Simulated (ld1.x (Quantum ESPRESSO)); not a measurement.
## An all-electron radial function and its pseudo partner (B)

Columns: radius, all-electron u(r) and pseudo u(r) of the 2p shell (level -3.84 eV) of boron in the configuration [He] 2s1.75 2p1.25; LDA (PZ), scalar-relativistic, TM scheme, ld1.x (Quantum ESPRESSO) 7.5.

```
r (bohr)  all-electron  pseudo
   0.110        0.0327  0.0135
   0.220        0.1026  0.0528
   0.330        0.1848  0.1139
   0.440        0.2668  0.1911
   0.550        0.3424  0.2770
   0.660        0.4090  0.3638
   0.770        0.4659  0.4443
   0.880        0.5130  0.5130
   0.990        0.5508  0.5667
   1.100        0.5799  0.6045
   1.210        0.6012  0.6278
   1.320        0.6155  0.6391
   1.430        0.6237  0.6417
   1.540        0.6267  0.6384
   1.650        0.6252  0.6316
   1.760        0.6200  0.6228
   1.870        0.6118  0.6126
   1.980        0.6010  0.6011
   2.090        0.5882  0.5882
   2.200        0.5738  0.5738
   2.310        0.5581  0.5581
   2.420        0.5415  0.5415
   2.530        0.5243  0.5243
   2.640        0.5065  0.5065
   2.750        0.4885  0.4885
   2.860        0.4704  0.4704
```

How many radial nodes do the two functions have?

The all-electron 2p function has n − l − 1 = 0; the pseudo-wave has 0.

At about which radius was the pseudo-wave matched?

2.20 bohr. The columns agree to 0.0005 from 1.98 bohr on; several derivatives are matched, so the curves merge somewhat inside the radius.

Where does each function peak?

Outermost all-electron maximum near 1.54 bohr, pseudo maximum near 1.43 bohr (to the table’s step).

Is the pseudo-wave norm-conserving?

Yes: the TM scheme keeps the norm inside the radius equal to the all-electron one, which fixes the energy derivative of the logarithmic derivative at the level.
